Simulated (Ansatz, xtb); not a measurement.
**Two isomers of C5H6O2**

We compare a, `OC1=C[C@@H](O)C=C1`, a singlet, with b, `OC1=CCC(O)=C1`, a singlet. Both are isolated molecules in the gas phase, relaxed with B3LYP/def2-SVP; the shapes shown needn't be the lowest conformers.

a (Å):

| atom | x (Å) | y (Å) | z (Å) |
| --- | --- | --- | --- |
| C | -1.5567 | 1.7261 | -1.2937 |
| C | -1.3190 | 0.3963 | -1.3505 |
| C | -1.9250 | -0.2495 | -0.1233 |
| C | -2.4479 | 0.9357 | 0.6763 |
| C | -2.2592 | 2.0637 | -0.0307 |
| O | -1.2243 | 2.6405 | -2.2314 |
| O | -1.1005 | -1.1484 | 0.5915 |
| H | -1.4816 | 3.5216 | -1.9322 |
| H | -0.8351 | -0.1506 | -2.1580 |
| H | -2.8078 | -0.8483 | -0.4282 |
| H | -0.2746 | -0.6824 | 0.7838 |
| H | -2.9180 | 0.8323 | 1.6551 |
| H | -2.5635 | 3.0763 | 0.2498 |

b (Å):

```
atom    x (Å)    y (Å)    z (Å)
   C  -1.5115   1.3152  -1.5799
   C  -0.5667   0.4730  -1.0958
   C  -0.9662   0.0739   0.3014
   C  -2.2596   0.8127   0.5171
   C  -2.5757   1.5382  -0.5843
   O  -1.5034   1.8894  -2.8077
   O  -2.9041   0.6773   1.6928
   H  -2.2865   2.4433  -2.9091
   H   0.3277   0.1369  -1.6158
   H  -0.2283   0.3648   1.0726
   H  -1.1245  -1.0143   0.4224
   H  -3.7126   1.2082   1.6825
   H  -3.4523   2.1752  -0.7254
```

Quicker runs give these differences E(b) − E(a): GFN2-xTB −49.8 kJ/mol; HF/STO-3G −46.1 kJ/mol (at GFN2-xTB geometries); r2SCAN-D4/def2-SVP −45.1 kJ/mol (at GFN2-xTB geometries).

Task: Estimate E(b) − E(a) at the level CCSD(T)/def2-SVP + ΔMP2/def2-TZVPP.

Result: Calculated at CCSD(T)/def2-SVP + ΔMP2/def2-TZVPP: E(b) − E(a) = −25.6 kJ/mol, so structure b lies lower.

Level by level:

```json
{"level": "GFN2-xTB", "geometry": "GFN2-xTB", "E(b) − E(a) (kJ/mol)": "−49.8", "departure from the last row (kJ/mol)": "−24.2", "job, with rough time for the two": "optimisation, 0.11 s"}
{"level": "HF/STO-3G", "geometry": "GFN2-xTB", "E(b) − E(a) (kJ/mol)": "−46.1", "departure from the last row (kJ/mol)": "−20.5", "job, with rough time for the two": "single point, 0.38 s"}
{"level": "r2SCAN-D4/def2-SVP", "geometry": "GFN2-xTB", "E(b) − E(a) (kJ/mol)": "−45.1", "departure from the last row (kJ/mol)": "−19.5", "job, with rough time for the two": "single point, 2.7 s"}
{"level": "B3LYP/def2-SVP", "geometry": "B3LYP/def2-SVP", "E(b) − E(a) (kJ/mol)": "−40.9", "departure from the last row (kJ/mol)": "−15.4", "job, with rough time for the two": "optimisation, 26 s"}
{"level": "HF/def2-SVP", "geometry": "B3LYP/def2-SVP", "E(b) − E(a) (kJ/mol)": "−33.8", "departure from the last row (kJ/mol)": "−8.2", "job, with rough time for the two": "part of the CCSD(T) run"}
{"level": "MP2/def2-SVP", "geometry": "B3LYP/def2-SVP", "E(b) − E(a) (kJ/mol)": "−37.8", "departure from the last row (kJ/mol)": "−12.2", "job, with rough time for the two": "part of the CCSD(T) run"}
{"level": "CCSD(T)/def2-SVP", "geometry": "B3LYP/def2-SVP", "E(b) − E(a) (kJ/mol)": "−32.7", "departure from the last row (kJ/mol)": "−7.1", "job, with rough time for the two": "single point"}
{"level": "CCSD(T)/def2-SVP + ΔMP2/def2-TZVPP", "geometry": "B3LYP/def2-SVP", "E(b) − E(a) (kJ/mol)": "−25.6", "departure from the last row (kJ/mol)": "", "job, with rough time for the two": "single point, 46 s"}
```

As drawn, both hold the same kinds of bond in the same numbers.

The levels shown agree on the order. The largest departure from CCSD(T)/def2-SVP + ΔMP2/def2-TZVPP is that of GFN2-xTB, 24.2 kJ/mol. The last row adds to CCSD(T) the change of the MP2 difference between the two basis sets, here +7.1 kJ/mol.

With thermal terms from frequencies at re-optimised GFN2-xTB minima (ideal gas, soft modes damped towards free rotors, one conformer each, 298.15 K, 1 atm): on the last row, ΔE + ΔZPE = −24.9, ΔH = −25.0, ΔG = −24.3 kJ/mol.

The correlated steps freeze 7 core orbitals. Mirror images aren't counted in ΔG. Codes used: Ansatz 0.2.0, xtb 6.7.1; the last row on 2 threads of Intel(R) Xeon(R) 6975P-C (Granite Rapids) on a shared host.
